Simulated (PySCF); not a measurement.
Ti(F)4(OH2) (F4H2OTi), SMILES [OH2]->[Ti]([F])([F])([F])[F], multiplicity 1. Coordinates come from a PBE0-D3(BJ)/def2-SVP optimisation. The multiplicity is an assumed one; other spin states were not compared.

Level of theory: PBE0-D3(BJ)/def2-SVP (PySCF 2.14.0).

Harmonic wavenumbers (cm⁻¹): 113, 117, 195, 214, 221, 246, 255, 261, 286, 453, 551, 709, 797, 811, 831, 1605, 3835, 3935. Rotational constants (GHz): 2.970, 2.130, 2.083; symmetry number 1.

Problem. Work out the zero-point energy and the ideal-gas rigid-rotor harmonic-oscillator thermochemistry at 298.15 K and 1 atm.

Solution. ZPE = ½ Σ hcν = ½ × 15435 cm⁻¹ = 92.32 kJ/mol. H − E(el) = 117.24 kJ/mol. Entropy in J/(mol K): translation 170.54, rotation 115.44, vibration 89.26, total 375.25. G − E(el) = 5.36 kJ/mol. Cp = 123.48 J/(mol K). Modes under 150 cm⁻¹ make the vibrational entropy uncertain.
